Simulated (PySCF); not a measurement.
Excitation energy of Bi by level of theory

Bi [Xe] 4f14 5d10 6s2 6p3 (4S) → Bi [Xe] 4f14 5d10 6s2 6p2 6d1 (high-spin determinant), as a difference of total energies. All numbers are calculated (PySCF 2.14, scalar relativity by spin-free X2C-1e, in x2c-TZVPPall with one added diffuse shell each of s, p, d, f type (12s8p7d4f, 99 functions)). Correlated levels: valence and next inner shell: [Kr] 4d10 4f14 frozen. The calculations carry no spin-orbit coupling.

```json
{"method": "UHF", "excitation energy (cm⁻¹)": "56319"}
{"method": "MP2 (valence and next inner shell)", "excitation energy (cm⁻¹)": "57748"}
{"method": "SCS-MP2 (valence and next inner shell)", "excitation energy (cm⁻¹)": "57088"}
{"method": "CCSD (valence and next inner shell)", "excitation energy (cm⁻¹)": "57011"}
{"method": "CCSD(T) (valence and next inner shell)", "excitation energy (cm⁻¹)": "56889"}
```

Spin-orbit coupling is strong in these open shells (close to jj coupling). The scalar numbers leave it out and a first-order estimate fails, so it can dominate the gap to the real levels.

The promoted electron is Rydberg-like, and one or two diffuse shells describe it only roughly, which tends to raise the upper state.

The determinant of the upper state mixes LS terms, which raises its energy above the lowest term, most at the Hartree-Fock and MP2 levels.
